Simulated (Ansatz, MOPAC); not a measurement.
Spectroscopic constants of MgN, multiplicity 4 (lowest of 2S+1 = 2, 4 at CCSD(T)/def2-TZVPP on PBE0 minima; our sources give no spin for the ground state, which may be another).

Constants: fifth-degree fit in 1/R to seven points, most abundant isotopes. Runs in def2 and cc sets follow the lowest solution found near the PBE0 minimum.

Correlated levels freeze the inner cores; with def2 sets outer-core shells near the valence are correlated too. The state that PM7 reach isn't checked; PM7 holds dispersion and hydrogen-bond terms.

Programs: Ansatz (an electronic-structure program) with Gaussian orbitals; MOPAC for PM7 (differences of heats of formation). 

Problem. What bond length and harmonic frequency does PM7 give?

Solution. r_e = 2.070 Å, ω_e = 631 cm⁻¹.

Problem. What bond length and harmonic frequency does B3LYP/def2-TZVPP give, and what D_e (from each atom's lowest state at the same level)?

Solution. r_e = 2.087 Å, ω_e = 456 cm⁻¹, D_e = 0.84 eV.

Problem. What bond length and harmonic frequency does CCSD(T)/def2-QZVPP give, and what D_e (from each atom's lowest state at the same level)?

Solution. r_e = 2.056 Å, ω_e = 487 cm⁻¹, D_e = 0.52 eV.
